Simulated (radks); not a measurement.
Values are calculated unless marked as measured or tabulated.
Question: Coulomb parameter of the 5d shell of the rhenium ion Re3+ in the model configuration [Xe] 4f14 5d3 6p1, as a second difference U = [E(n + 1) + E(n - 1) - 2 E(n)] / (1)^2 with all orbitals relaxed. "Bare": the charge of the atom changes with n. "Screened": the 6p shell takes up the change at fixed total charge, which measures U(5d,5d) + U(6p,6p) - 2 U(5d,6p). Level of theory: Dirac Kohn-Sham, PBE, spin-unpolarised, spherical densities, finite nucleus; open shells are shared between the two j in proportion to 2j + 1; Fermi nuclear charge, rms radius 5.3698 fm (a radial shooting solver on a logarithmic mesh with Libxc functionals). Estimate both.

Answer: U(bare) = 12.435 eV, U(screened by 6p) = 1.892 eV.
